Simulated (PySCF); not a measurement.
## KH: frontier orbitals

CAM-B3LYP at R = 2.262 Å; K def2-TZVPP, H def2-TZVPP; no relativity (PySCF 2.14). State: ¹Σ⁺ (singlet), closed shell. Only the outer orbitals are listed, counted within each symmetry.

```tsv
orbital	occ.	ε (eV)	on K (%)	main shells (%)
4σ	2	-39.55	100	100 K s
2π	2	-22.08	100	100 K p
2π	2	-22.08	100	100 K p
5σ	2	-21.91	100	99 K p
6σ	2	-5.52	32	68 H s, 21 K s
7σ	0	-0.65	96	63 K s, 32 K p
3π	0	0.93	100	94 K p
3π	0	0.93	100	94 K p
```

Q: Which are the highest filled and the lowest empty level, where do they sit, and how wide is the gap?

A: Highest filled 6σ at -5.52 eV (in %: 68 H s, 21 K s); lowest empty 7σ at -0.65 eV (in %: 63 K s, 32 K p); the gap at CAM-B3LYP is 4.87 eV.

```json
{"bond order (Mayer)": "0.86", "⟨S²⟩": "0.000", "charge on K (Mulliken, basis-dependent)": "0.38", "charge on K (Löwdin, basis-dependent)": "0.32", "dipole moment (positive dipole means K(−)H(+))": "-8.02 D", "polarisability along the bond": "59.4 bohr³", "polarisability across the bond": "42.2 bohr³"}
```
